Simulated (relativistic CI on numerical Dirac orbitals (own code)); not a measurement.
## Slater and spin-orbit integrals, Sb VI

These numbers are calculated, not measured: Dirac-Coulomb-Breit CI, KLI orbitals optimised for each configuration, model QED (radiative potential, 1s self-energy scaled to tabulated hydrogen-like ionisation energies), valence Slater integrals scaled by 0.85, P86 correlation energy added to each configuration (own radial code, finite nucleus).

Slater integrals F^k, G^k are unscaled and averaged over j, outside the closed core [Ar] 3d10 4s2; ζ comes from projecting the Hamiltonian with its Breit term on Σ l·s of the shell.

- 4p6 4d9 5s: ζ(4d) = 4016.4, G^2(4d,5s) = 17554 cm⁻¹; <r>(4d) = 0.9855, <r^2>(4d) = 1.13, <r>(5s) = 1.863, <r^2>(5s) = 3.875 (bohr units).
- 4p6 4d9 4f: ζ(4d) = 4008.3, F^2(4d,4f) = 52478, F^4(4d,4f) = 31116, G^1(4d,4f) = 58326, G^3(4d,4f) = 34810, G^5(4d,4f) = 24134, ζ(4f) = -62.126 cm⁻¹; <r>(4d) = 0.9873, <r^2>(4d) = 1.134, <r>(4f) = 1.942, <r^2>(4f) = 4.618 (bohr units).
- 4p6 4d9 5p: ζ(4d) = 4049.5, F^2(4d,5p) = 35729, G^1(4d,5p) = 11772, G^3(4d,5p) = 11093, ζ(5p) = 6931.6 cm⁻¹; <r>(4d) = 0.9832, <r^2>(4d) = 1.124, <r>(5p) = 2.107, <r^2>(5p) = 4.962 (bohr units).

In this model ζ of a weakly bound d, f or g electron outside closed shells comes out too small, for d by up to a factor of two or three and at times with the wrong sign; that of an outer p electron is too small as well.

Averages of the first 10 configurations, taken without configuration mixing, which lowers the lowest level and can move excited configurations by several eV; other configurations of the list can lie among them:

| Configuration | Parity | States | Average energy above the lowest level (eV) |
| --- | --- | --- | --- |
| 4p6 4d10 | even | 1 | 0.0 |
| 4p6 4d9 5s | even | 20 | 31.8 |
| 4p6 4d9 4f | odd | 140 | 63.1 |
| 4p6 4d9 5p | odd | 60 | 43.7 |
| 4p6 4d9 5d | even | 100 | 59.9 |
| 4p6 4d9 6s | even | 20 | 64.5 |
| 4p6 4d9 6p | odd | 60 | 69.1 |
| 4p6 4d9 6d | even | 100 | 76.1 |
| 4p6 4d9 5f | odd | 140 | 76.2 |
| 4p6 4d9 5g | even | 180 | 80.3 |
